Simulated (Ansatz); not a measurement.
The cluster Li7⁻, relaxed as a singlet with RKS PBE/def2-TZVPD in Ansatz, starting from the GFN2-xTB geometry. Force threshold 0.02 eV/Å.

The restricted singlet is unstable towards broken spin symmetry in Hartree–Fock (as tested in another run); at PBE/def2-TZVPD this wasn't settled. The highest occupied level of the charge -1 singlet lies above zero (up to 0.26 eV). The electron is either unbound and held by the finite basis, or the level is raised by self-interaction error. Another isomer (singlet) lies 0.09 eV lower at PBE0/def2-TZVPD; other spin states weren't run for this one.

Start:

```xyz
7

Li   -1.092   -1.001   -0.938
Li    2.394    0.819    0.956
Li    0.692    0.936   -1.322
Li   -1.227   -2.129    1.150
Li   -1.529    1.806   -1.305
Li    1.299   -1.167    0.223
Li   -0.537    0.737    1.236
```

Estimate the energy that the relaxation releases and the steps that it takes.

0.80 eV, in 6 steps; 4.7 s on 4 threads of Arm Neoverse V2 on a shared host. The force fell under the threshold at step 5, but the optimiser went on. No frequencies were taken in this run, so the end may be a saddle point.

Does the start keep its bonding?

By distances, no bond broke or formed, bridged metal pairs apart. The bond that changes most is Li1–Li4, from 2.38 to 3.05 Å (atoms count from 1). Metal–metal contacts that move far: Li1–Li4 2.38 to 3.05 Å, Li2–Li6 2.38 to 3.06 Å, Li3–Li5 2.39 to 3.05 Å.

Predict the relaxed structure.


```xyz
7

Li   -1.146   -1.035   -1.348
Li    2.297    1.115    1.224
Li    1.033    0.869   -1.543
Li   -1.270   -2.007    1.544
Li   -1.784    1.935   -1.034
Li    1.351   -1.541    0.044
Li   -0.481    0.663    1.115
```
Bond lengths (bridged metal pairs left out): 15 × Li–Li 2.82 to 3.07 Å.
